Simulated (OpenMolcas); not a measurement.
Au7+.

| Quantity | Value |
| --- | --- |
| Program | OpenMolcas 26.06 |
| Method | CASSCF |
| Basis | ANO-RCC-VTZP [8s7p5d3f1g] |
| Scalar Hamiltonian | DKH2, point nucleus |
| Active space | 4 electrons in 10 orbitals (5d 6d) |
| State averaging | 2S+1 = 5 even, 5 roots; 2S+1 = 3 even, 45 roots; 2S+1 = 1 even, 50 roots |
| Spin-orbit coupling | RASSI with atomic mean-field integrals over the reference wave functions, term energies averaged over their components |

Levels without dynamic correlation, in cm⁻¹ above 5d⁴ ⁵D₁:

```json
{"Level": "5d⁴ ³P₁(1) [66 %]", "E": "35032"}
{"Level": "5d⁴ ³H₅ [73 %]", "E": "33718"}
{"Level": "5d⁴ ³D₁", "E": "57276"}
{"Level": "5d⁴ ¹I₆ [66 %]", "E": "57420"}
{"Level": "5d⁴ ¹S₀(1) [65 %]", "E": "66343"}
{"Level": "5d⁴ ³F₃(2) [74 %]", "E": "83169"}
{"Level": "5d⁴ ³P₁(2)", "E": "84284"}
```

On this reference, MS-CASPT2, IPEA 0.25 Eh, imaginary shift 0.1 Eh (closed shells correlated: 5s 5p) puts 5d⁴ ³P₁(1) [66 %] at 32640 cm⁻¹.

Question: Estimate the other levels at that method by one scale factor, and say how well it serves.

Answer: The factor is 32640 / 35032 = 0.932. Scaled values beside those that MS-CASPT2 gives:
```csv
Level,Scaled,MS-CASPT2,Miss (%)
5d⁴ ³H₅ [73 %],31425,32470,-3.2
5d⁴ ³D₁,53381,53950,-1.1
5d⁴ ¹I₆ [66 %],53515,55990,-4.4
5d⁴ ¹S₀(1) [65 %],61832,62230,-0.6
5d⁴ ³F₃(2) [74 %],77514,78130,-0.8
5d⁴ ³P₁(2),78553,78340,+0.3
```
For these levels the scaled values miss MS-CASPT2 by up to 4.4 %, as correlation changes each term by its own factor, spin-orbit parts do not scale and CASPT2 has its own spread within terms. This holds within one configuration; levels of others move differently, and the target method has errors of its own against measurement.

Term energies are means over components that CASPT2 splits; among the terms shown or strongly mixed into the levels shown the widest spread is 770 cm-1 (5d⁴ ¹I, MS-CASPT2). Active for correlation alone: 6d; no level in the range computed is led by a configuration that fills it, so any true level of that kind is missing. Without dynamic correlation excited terms often stand tens of per cent too high (terms of higher spin than the ground term too low), and those without a measured partner can miss by more than the paired ones (holds for CASSCF). The CASPT2 spread within a term exceeds the gap to the next term for 5d⁴ ³D and 5d⁴ ¹I, so the order of their levels is uncertain (holds for MS-CASPT2). Only configurations of the active space appear.

A share in square brackets marks a mixed level and gives the weight of the term that names it, the lowest over the columns. A number in round brackets counts repeated terms of one configuration in the order of the reference energies.
